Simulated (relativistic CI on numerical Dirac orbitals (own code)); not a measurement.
A ladder of approximations for the levels of Fe2+

Calculated with a relativistic CI code on KLI orbitals (one set per configuration, finite nucleus), adding one ingredient at a time: step 1, Dirac-Coulomb, each configuration alone; step 2, with Breit and QED terms; step 3, with configuration mixing; step 4, with scaled Slater integrals (0.85); step 5, with a P86 correlation estimate; step 6, tied to the ionisation limit. P86 is a density functional for the correlation energy, evaluated here for each configuration and added to its levels. Step 6 is semi-empirical: configurations made of the next ion and one excited electron move by 6500 cm⁻¹, so that their limit matches the tabulated ionisation energy, and those with a non-penetrating f or g electron also take the P86 value of the least penetrating other one.

Configuration list (outside the closed core [Ne] 3s2): 3p6.3d6, 3p6.3d5.4s, 3p6.3d5.4p, 3p6.3d5.4d, 3p6.3d5.5s, 3p6.3d5.5p, 3p6.3d4.4s.4p, 3p6.3d5.4f, 3p6.3d5.5d, 3p6.3d5.5f, 3p5.3d7, 3p6.3d4.4s2, 3p6.3d3.4s2.4p, 3p6.3d3.4s2.4d, 3p6.3d3.4s2.5s, 3p6.3d3.4s2.5p, 3p6.3d3.4s2.4f.

Computed minus measured energy above the ground level, in cm⁻¹, for 17 of the 65 excited levels that pair in every step (one J of a term; a digit in brackets numbers repeated terms):

```tsv
Configuration	Term	J	Measured	Step 1	Step 2	Step 3	Step 4	Step 5	Step 6
3p6.3d6	5D	3	436	-7	-17	-28	-27	-26	-26
3p6.3d6	3P(2)	2	19405	4937	5004	5513	1851	1832	1815
3p6.3d6	3H	6	20051	2195	2098	2568	-736	-752	-768
3p6.3d6	3F(2)	4	21462	4030	4035	4478	678	662	647
3p6.3d6	3G	5	24559	3594	3533	3974	-194	-209	-223
3p6.3d5.4s	7S	3	30089	-12005	-11800	-10937	-6036	-1233	5240
3p6.3d6	1I	6	30356	3152	3037	3641	-1305	-1327	-1346
3p6.3d6	3D	2	30716	5789	5793	6019	618	612	607
3p6.3d6	1G(2)	4	30886	4476	4421	5078	-108	-131	-153
3p6.3d5.4s	5S	2	41000	-8326	-8119	-7607	-4877	-69	6405
3p6.3d5.4s	5G	6	63425	-7076	-6982	-6203	-7017	-2214	4260
3p6.3d5.4s	5P	3	66465	-4759	-4504	-3727	-5393	-589	5884
3p6.3d5.4s	5D	4	69696	-4583	-4400	-3700	-5811	-1007	5466
3p6.3d5.4s	3G	5	70694	-4613	-4506	-3948	-6214	-1408	5065
3p6.3d5.4s	3P	2	73728	-2309	-2049	-1431	-4578	222	6691
3p6.3d5.4s	3I	7	79840	-5834	-5793	-5032	-8486	-3683	2791
3p6.3d5.4p	7P°	2	82002	-13987	-13823	-13061	-8345	-2719	3751
```

Mean absolute errors in cm⁻¹, over all paired levels and for the configurations:

| Configuration, levels | Step 1 | Step 2 | Step 3 | Step 4 | Step 5 | Step 6 |
| --- | --- | --- | --- | --- | --- | --- |
| all, 65 | 5487 | 5384 | 5122 | 3678 | 1156 | 3070 |
| 3p6.3d6, 31 | 5389 | 5376 | 5576 | 847 | 851 | 853 |
| 3p6.3d5.4s, 31 | 4762 | 4572 | 3896 | 6053 | 1305 | 5224 |
| 3p6.3d5.4p, 3 | 14000 | 13850 | 13090 | 8384 | 2757 | 3712 |

Measured levels: Corliss and Sugar, J. Phys. Chem. Ref. Data 11, 135 (1982).

Q: What does each ingredient do to the ground and the excited configurations, and where is the model closest to experiment?

A: Terms of the ground configuration are off by 5389 at first, 5576 with mixing and 847 after scaling, which stands in for the correlation that narrows term splittings. The Breit and QED terms change the top of the ground term (measured 1027) from 1027 to 998. Mixing lowers the ground level by 870; relative to it the configurations that move most are 3p6.3d5.4p by +760, 3p6.3d5.4s by +676. The P86 estimate moves 3p6.3d5.4p by +5626, 3p6.3d5.4s by +4804, and takes the mean absolute error of the excited configurations from 6258 to 1433. Step 6 takes that error from 1433 to 5091; it grows for 3p6.3d5.4s. The shift fits the limit, so it does little for low levels whose errors differ from those near the limit. The mean absolute error is lowest at step 5 (1156 cm⁻¹), and the largest single drop is from step 4 to 5 (3678 to 1156).
